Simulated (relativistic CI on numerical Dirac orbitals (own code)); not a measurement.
## Calculated levels, P⁵⁺

Method of calculation: Dirac-Coulomb-Breit CI, KLI orbitals optimised for each configuration, model QED, valence Slater integrals scaled by 0.85, P86 correlation energy added to each configuration (own radial code, finite nucleus).

Configurations in the expansion (outside the closed core 1s2): 2s2.2p6, 2s2.2p5.3s, 2s2.2p5.3p, 2s2.2p5.3d, 2s2.2p5.4s, 2s2.2p5.4p, 2s.2p6.3s, 2s2.2p5.4d, 2s2.2p5.4f, 2s2.2p5.5s, 2s.2p6.3p, 2s2.2p5.5p, 2s2.2p5.5d, 2s2.2p5.5f, 2s2.2p5.5g, 2s2.2p4.3s2, 2s.2p6.3d, 2s2.2p4.3s.3p, 2s2.2p4.3p2, 2s2.2p4.3s.3d, 2s.2p6.4s, 2s2.2p4.3p.3d, 2s.2p6.4p, 2s.2p6.4d, 2s.2p6.4f, 2s.2p5.3s2, 2s2.2p4.3d2, 2s.2p6.5s, 2s.2p6.5p, 2s.2p6.5d, 2s.2p6.5f, 2s.2p6.5g. Levels of other configurations are missing.

```tsv
No.	Configuration	Term	J	E (cm⁻¹)	%	jj configuration (%)
1	2s2.2p6	1S	0	0	100	closed (100)
2	2s2.2p5.3s	3P°	2	1090243	100	2p3/2^3 3s (100)
3	2s2.2p5.3s	3P°	1	1093482	83	2p3/2^3 3s (74)
4	2s2.2p5.3s	3P°	0	1097417	100	2p1/2 2p3/2^4 3s (100)
5	2s2.2p5.3s	1P°	1	1102412	83	2p1/2 2p3/2^4 3s (74)
6	2s2.2p5.3p	3S	1	1174691	97	2p3/2^3 3p3/2 (42)
7	2s2.2p5.3p	3D	3	1186547	100	2p3/2^3 3p3/2 (100)
8	2s2.2p5.3p	3D	2	1187552	80	2p3/2^3 3p1/2 (90)
9	2s2.2p5.3p	3D	1	1190180	74	2p3/2^3 3p1/2 (37)
10	2s2.2p5.3p	3P	2	1193247	56	2p3/2^3 3p3/2 (97)
11	2s2.2p5.3p	1P	1	1195964	52	2p1/2 2p3/2^4 3p1/2 (60)
12	2s2.2p5.3p	3P	0	1197776	100	2p1/2 2p3/2^4 3p1/2 (60)
13	2s2.2p5.3p	1D	2	1197960	41	2p1/2 2p3/2^4 3p3/2 (88)
14	2s2.2p5.3p	3P	1	1198982	65	2p1/2 2p3/2^4 3p3/2 (73)
15	2s2.2p5.3p	1S	0	1242633	97	2p3/2^3 3p3/2 (59)
16	2s2.2p5.3d	3P°	0	1307213	100	2p3/2^3 3d3/2 (100)
17	2s2.2p5.3d	3P°	1	1308047	98	2p3/2^3 3d3/2 (63)
18	2s2.2p5.3d	3P°	2	1309811	92	2p3/2^3 3d5/2 (64)
19	2s2.2p5.3d	3F°	4	1311851	100	2p3/2^3 3d5/2 (100)
20	2s2.2p5.3d	3F°	3	1313244	78	2p3/2^3 3d3/2 (93)
21	2s2.2p5.3d	3F°	2	1315642	73	2p3/2^3 3d3/2 (62)
22	2s2.2p5.3d	1F°	3	1317422	53	2p3/2^3 3d5/2 (90)
23	2s2.2p5.3d	3D°	1	1322134	93	2p1/2 2p3/2^4 3d3/2 (35)
24	2s2.2p5.3d	1D°	2	1322352	47	2p1/2 2p3/2^4 3d3/2 (72)
25	2s2.2p5.3d	3D°	3	1323111	58	2p1/2 2p3/2^4 3d5/2 (84)
26	2s2.2p5.3d	3D°	2	1323595	59	2p1/2 2p3/2^4 3d5/2 (74)
27	2s2.2p5.3d	1P°	1	1335186	93	2p1/2 2p3/2^4 3d3/2 (57)
28	2s2.2p5.4s	3P°	2	1437064	100	2p3/2^3 4s (100)
29	2s2.2p5.4s	3P°	1	1438775	55	2p3/2^3 4s (95)
30	2s2.2p5.4s	3P°	0	1444267	100	2p1/2 2p3/2^4 4s (100)
31	2s2.2p5.4s	1P°	1	1445585	55	2p1/2 2p3/2^4 4s (95)
32	2s2.2p5.4p	3S	1	1468146	90	2p3/2^3 4p3/2 (47)
33	2s2.2p5.4p	3D	3	1472318	100	2p3/2^3 4p3/2 (100)
34	2s2.2p5.4p	3D	2	1472932	64	2p3/2^3 4p1/2 (97)
35	2s2.2p5.4p	1P	1	1474170	45	2p3/2^3 4p1/2 (52)
36	2s2.2p5.4p	3P	2	1474841	68	2p3/2^3 4p3/2 (99)
37	2s2.2p5.4p	3P	0	1479030	97	2p1/2 2p3/2^4 4p1/2 (51)
38	2s2.2p5.4p	3D	1	1479805	67	2p1/2 2p3/2^4 4p1/2 (91)
39	2s2.2p5.4p	3P	1	1480740	65	2p1/2 2p3/2^4 4p3/2 (85)
40	2s2.2p5.4p	1D	2	1480883	41	2p1/2 2p3/2^4 4p3/2 (98)
41	2s2.2p5.4p	1S	0	1498550	91	2p3/2^3 4p3/2 (47)
42	2s2.2p5.4d	3P°	0	1514759	100	2p3/2^3 4d3/2 (100)
43	2s2.2p5.4d	3P°	1	1515353	94	2p3/2^3 4d3/2 (71)
44	2s2.2p5.4d	3P°	2	1516460	78	2p3/2^3 4d5/2 (77)
45	2s2.2p5.4d	3F°	4	1516622	100	2p3/2^3 4d5/2 (100)
46	2s2.2p5.4d	3F°	3	1517476	69	2p3/2^3 4d3/2 (97)
47	2s2.2p5.4d	3F°	2	1518706	42	2p3/2^3 4d3/2 (80)
48	2s2.2p5.4d	3D°	3	1519286	61	2p3/2^3 4d5/2 (99)
49	2s2.2p5.4d	3D°	1	1522530	83	2p3/2^3 4d5/2 (46)
50	2s2.2p5.4d	3F°	2	1524781	58	2p1/2 2p3/2^4 4d3/2 (92)
51	2s2.2p5.4d	3D°	2	1525170	47	2p1/2 2p3/2^4 4d5/2 (88)
52	2s2.2p5.4d	1F°	3	1525430	37	2p1/2 2p3/2^4 4d5/2 (97)
53	2s2.2p5.4f	3D	1	1530032	100	2p3/2^3 4f5/2 (100)
54	2s2.2p5.4f	3D	2	1530141	70	2p3/2^3 4f7/2 (83)
55	2s2.2p5.4f	3G	5	1530649	100	2p3/2^3 4f7/2 (100)
56	2s2.2p5.4f	1G	4	1530672	54	2p3/2^3 4f5/2 (96)
57	2s2.2p5.4f	3D	3	1530871	56	2p3/2^3 4f7/2 (90)
58	2s2.2p5.4f	3F	2	1530976	45	2p3/2^3 4f5/2 (82)
59	2s2.2p5.4f	1F	3	1531407	40	2p3/2^3 4f5/2 (91)
60	2s2.2p5.4f	3F	4	1531423	69	2p3/2^3 4f7/2 (96)
61	2s2.2p5.4d	1P°	1	1531941	84	2p1/2 2p3/2^4 4d3/2 (69)
62	2s2.2p5.4f	3D	3	1538103	44	2p1/2 2p3/2^4 4f7/2 (96)
63	2s2.2p5.4f	3G	3	1538167	69	2p1/2 2p3/2^4 4f5/2 (97)
64	2s2.2p5.4f	3F	2	1538175	55	2p1/2 2p3/2^4 4f5/2 (99)
65	2s2.2p5.4f	3G	4	1538195	38	2p1/2 2p3/2^4 4f7/2 (100)
66	2s.2p6.3s	3S	1	1567733	89	2s 3s (89)
67	2s2.2p5.5s	3P°	2	1573557	100	2p3/2^3 5s (100)
68	2s2.2p5.5s	1P°	1	1574468	57	2p3/2^3 5s (99)
69	2s2.2p5.5s	3P°	0	1580758	100	2p1/2 2p3/2^4 5s (100)
70	2s2.2p5.5s	3P°	1	1581317	57	2p1/2 2p3/2^4 5s (99)
```

Energies count from the lowest computed level; ° marks odd parity. Filled j subshells are mostly left out of the jj labels.

The mean weight of the leading LS term, summed over parents, in these 70 levels is 74 %, and that of the leading jj configuration (from the same eigenvectors) 83 %.

At this charge configurations can still be misplaced by up to about 7 % of their energy. 29 of the 38 excited levels that our extract of the measured tables holds in this range could be paired (the sources list more); they are missed by 805 cm⁻¹ on average and 3265 at most, and levels without a partner can miss by more.

LS names give the leading component of a level, which can be under half, so a name can repeat, a term be missing and a line seem to break the LS rules.
